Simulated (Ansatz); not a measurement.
Cyclo-(X2SnO)n: r2SCAN-D4/def2-TZVP single points in Ansatz on relaxed structures, gas phase. Core potentials for Sn, no spin–orbit coupling. Binding counts from free atoms in the multiplicity of their measured ground term, without zero-point energy. The structures are stationary points that may keep the symmetry of their start.

```
                   species  atoms    state            geometry  HOMO (eV)  LUMO (eV)  gap (eV)  binding per atom (eV)  point group (within 0.1 Å)
  cyclo-(H2SnO)2 (Sn2O2H4)      8  singlet   B3LYP-D4/def2-SVP      -6.63      -1.83      4.80                   2.88                         D2h
  cyclo-(F2SnO)3 (Sn3O3F6)     12  singlet     PBE-D4/def2-SVP      -9.53      -5.63      3.90                   3.82                           –
cyclo-(Cl2SnO)3 (Sn3Cl6O3)     12  singlet     PBE-D4/def2-SVP      -8.62      -4.91      3.71                   3.33                         D3h
  cyclo-(H2SnO)4 (Sn4O4H8)     16  singlet  r2SCAN-D4/def2-SVP      -6.85      -1.56      5.28                   3.01                           –
```

The gap (eV) runs from 3.71 (cyclo-(Cl2SnO)3) to 5.28 (cyclo-(H2SnO)4).
